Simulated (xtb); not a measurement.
xtb input (GFN1-xTB):

```bash
xtb mol.xyz --gfn 1 --sp --chrg -1 --uhf 0
```
mol.xyz:
```
5

Al    -0.04037321    -0.69294089    -0.17704823
O      1.07995207     0.57144443    -0.81300062
H      0.97256644     1.45638026    -0.44126274
O     -1.03343149     0.22700596     1.01700681
H     -0.81987926     1.16424813     1.11084024
```

End of the output:

```
         :::::::::::::::::::::::::::::::::::::::::::::::::::::
         ::                     SUMMARY                     ::
         :::::::::::::::::::::::::::::::::::::::::::::::::::::
         :: total energy             -12.099998259705 Eh    ::
         :: gradient norm              0.076735829225 Eh/a0 ::
         :: HOMO-LUMO gap              6.631643087211 eV    ::
         ::.................................................::
         :: SCC energy               -12.143516398010 Eh    ::
         :: -> electrostatic           0.250440152340 Eh    ::
         :: repulsion energy           0.044401788854 Eh    ::
         :: dispersion energy         -0.000883650550 Eh    ::
         :: halogen bond corr.         0.000000000000 Eh    ::
         :: add. restraining           0.000000000000 Eh    ::
         :: total charge              -1.000000000000 e     ::
         :::::::::::::::::::::::::::::::::::::::::::::::::::::

           -------------------------------------------------
          |                Property Printout                |
           -------------------------------------------------

    * Orbital Energies and Occupations

         #    Occupation            Energy/Eh            Energy/eV
      -------------------------------------------------------------
         1        2.0000           -0.4968786             -13.5208
         2        2.0000           -0.4940364             -13.4434
         3        2.0000           -0.3352431              -9.1224
         4        2.0000           -0.3332451              -9.0681
         5        2.0000           -0.2830726              -7.7028
         6        2.0000           -0.2550329              -6.9398
         7        2.0000           -0.2383735              -6.4865
         8        2.0000           -0.2268087              -6.1718
         9        2.0000           -0.1551621              -4.2222 (HOMO)
        10                          0.0885463               2.4095 (LUMO)
        11                          0.1410608               3.8385
        12                          0.1441297               3.9220
        13                          0.1834045               4.9907
        14                          0.2336637               6.3583
        15                          0.2362873               6.4297
        16                          0.2536440               6.9020
        17                          0.3047245               8.2920
Note: The following floating-point exceptions are signalling: IEEE_DENORMAL
normal termination of xtb
        18                          0.5875783              15.9888
        19                          0.6098149              16.5939
        20                          0.7749801              21.0883
        21                          0.9891174              26.9153
      -------------------------------------------------------------
                  HL-Gap            0.2437084 Eh            6.6316 eV
             Fermi-level           -0.0333079 Eh           -0.9064 eV

  Mulliken/CM5 charges         n(s)   n(p)   n(d)
     1Al   -0.18123 -0.18296   1.883  0.932  0.366
     2O    -0.68113 -0.85689   1.643  5.038  0.000
     3H     0.27174  0.44837   0.728  0.000  0.000
     4O    -0.68113 -0.85689   1.643  5.038  0.000
     5H     0.27174  0.44837   0.728  0.000  0.000

Wiberg/Mayer (AO) data.
largest (>0.10) Wiberg bond orders for each atom

 ---------------------------------------------------------------------------
     #   Z sym  total        # sym  WBO       # sym  WBO       # sym  WBO
 ---------------------------------------------------------------------------
     1  13 Al   2.072 --     4 O    1.010     2 O    1.010
     2   8 O    1.938 --     1 Al   1.010     3 H    0.904
     3   1 H    0.939 --     2 O    0.904
     4   8 O    1.938 --     1 Al   1.010     5 H    0.904
     5   1 H    0.939 --     4 O    0.904
 ---------------------------------------------------------------------------

Topologies differ in total number of bonds
Writing topology from bond orders to xtbtopo.mol

 dipole moment from electron density (au)
     X       Y       Z
   0.0752   1.2909   0.3298  total (Debye):    3.392

           -------------------------------------------------
          | TOTAL ENERGY              -12.099998259705 Eh   |
          | GRADIENT NORM               0.076735829225 Eh/α |
          | HOMO-LUMO GAP               6.631643087211 eV   |
           -------------------------------------------------

------------------------------------------------------------------------
------------------------------------------------------------------------
 total:
 SCF:
```
